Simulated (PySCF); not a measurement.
Isomers of C7H5ClO, one GFN2-xTB conformer each. Single-point energies are computed at PBE0/pcSseg-1 (PySCF, gas phase, no added dispersion term), electronic only.

```tsv
SMILES	GFN2-xTB relative energy (kJ/mol)
O=Cc1cccc(Cl)c1	40.9
O=c1cccc(Cl)cc1	130.0
O=C(Cl)c1ccccc1	0.0
```

Conformers: `[O:1]=[CH:2][c:3]1[cH:4][cH:5][cH:6][c:7]([Cl:8])[cH:9]1` with O1–C2–C3–C4 0°; `[O:1]=[C:2]([Cl:3])[c:4]1[cH:5][cH:6][cH:7][cH:8][cH:9]1` with O1–C2–C4–C5 180°.

**Question.** What does PBE0/pcSseg-1 give for the same structures?

**Answer.** 
| SMILES | PBE0/pcSseg-1 E (Eh) | PBE0/pcSseg-1 (kJ/mol) | GFN2-xTB (kJ/mol) | point group |
| --- | --- | --- | --- | --- |
| O=C(Cl)c1ccccc1 | -804.57863 | 0.0 | 0.0 | Cs |
| O=Cc1cccc(Cl)c1 | -804.56162 | 44.7 | 40.9 | Cs |
| O=c1cccc(Cl)cc1 | -804.52324 | 145.4 | 130.0 | Cs |

Both levels put the same isomer lowest; measured from each level's own lowest isomer, the values differ by up to 15.4 kJ/mol (O=c1cccc(Cl)cc1: 130.0 against 145.4). 

**Question.** Which frontier levels, dipoles and rotational constants go with these structures?

**Answer.** 
```csv
SMILES,"HOMO (eV, PBE0/pcSseg-1)",LUMO (eV),dipole (D),"A, B, C (MHz)"
O=C(Cl)c1ccccc1,-8.08,-2.24,4.05,"3173, 950.2, 731.2"
O=Cc1cccc(Cl)c1,-7.62,-2.19,1.92,"3236, 816.4, 651.9"
O=c1cccc(Cl)cc1,-7.09,-2.71,3.13,"3419, 853.4, 683.0"
```
